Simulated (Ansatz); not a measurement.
`[NH2][Mg][Cl]` + CH₃OH → `C[O][Mg][Cl]` + NH₃ at 298.15 K and 1 bar (ligand exchange at a Mg–N bond).

Gas-phase electronic energies from Ansatz, PBE0-D4/def2-TZVP geometries. CBS: MP2 limit from def2 TZ/QZ plus the TZ coupled-cluster correction, frozen cores. This one scheme is used for every species. For Mg outer-core shells are correlated without core-valence functions, which leaves a few kJ/mol of doubt a bond. Each species was taken in one conformer, which may not be the lowest.

```tsv
species	CCSD(T)/CBS energy (Eh)	H − E (kJ/mol)	S (J/(mol·K))
`[NH2][Mg][Cl]`	-715.67895	82.4	289.9
CH₃OH	-115.61712	146.3	238.2
`C[O][Mg][Cl]`	-774.81100	130.5	322.8
NH₃	-56.50880	100.5	192.4
```

H − E and S are ideal-gas, rigid-rotor, harmonic terms from PBE0-D4/def2-TZVP, for one conformer and one mirror image of each species. 1 Eh = 2625.50 kJ/mol, R = 8.31446 J/(mol·K).

Q: By hand: ΔE, ΔH, ΔS and ΔG.

A: ΔE = (-774.81100) + (-56.50880) − (-715.67895) − (-115.61712) = -0.02373 Eh = -62.3 kJ/mol. Δ(H − E) = 130.5 + 100.5 − 82.4 − 146.3 = 2.3, so ΔH = -60.0 kJ/mol. ΔS = 322.8 + 192.4 − 289.9 − 238.2 = -12.9 J/(mol·K). ΔG = -60.0 − 298.15 × (-12.9)/1000 = -56.2 kJ/mol.

Q: By hand: the equilibrium constant, and the temperature at which ΔG would vanish if ΔH and ΔS stayed fixed.

A: log₁₀ K = −ΔG/(RT ln 10) = 9.8. ΔG = 0 at ΔH/ΔS = 4651 K, far beyond where these terms or the molecules hold.

The number of gas molecules stays the same, so ΔS is small and ΔH decides. A doubt of 5 kJ/mol in ΔE shifts log₁₀ K by 0.9 here. Other conformers and mirror images would add mixing entropy, several J/(mol·K) or more a flexible species. These are equilibria of isolated gas molecules and say nothing of rates. Largest T1 diagnostic: 0.010 (customary marks: 0.02 for closed shells, 0.045 for open ones).
